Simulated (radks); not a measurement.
Values are calculated unless marked as measured or tabulated.
Orbital eigenvalues (eV) of neutral tellurium, [Kr] 4d10 5s2 5p4, at several levels of relativity; Dirac values are averaged over j with weights 2j + 1. Spin-unpolarised spherical Kohn-Sham, LDA (Slater exchange, Perdew-Wang correlation), point nucleus unless stated (finite: rms radius 4.7423 fm), a radial shooting solver on a logarithmic mesh with Libxc functionals. A level marked "c x" has the speed of light scaled by that factor and shares open shells by 2j + 1; other Dirac levels either fill j = l - 1/2 first or share by 2j + 1.

shell       non-rel.  scalar-rel., finite nucleus  Dirac, 2j+1 shares  Dirac, 2j+1 shares, finite nucleus  change of magnitude, last against first (%)
1s            -30363                       -31591              -31571                              -31569                                        +3.97
2s           -4544.9                      -4845.5             -4840.8                             -4840.5                                        +6.51
2p           -4267.0                      -4352.6             -4355.1                             -4355.1                                        +2.06
3s           -901.71                      -963.76             -962.86                             -962.80                                        +6.78
3p           -785.34                      -803.47             -804.02                             -804.03                                        +2.38
3d           -568.38                      -560.30             -559.62                             -559.63                                        -1.54
4s           -151.64                      -163.98             -163.84                             -163.83                                        +8.04
4p           -111.56                      -114.20             -114.37                             -114.37                                        +2.51
4d           -43.761                      -41.701             -41.653                             -41.654                                        -4.82
5s           -14.175                      -15.356             -15.341                             -15.340                                        +8.21
5p           -6.1656                      -6.1113             -6.1309                             -6.1311                                        -0.56
6s (empty)  -0.43109                     -0.50581            -0.50831                            -0.50820                                       +17.89
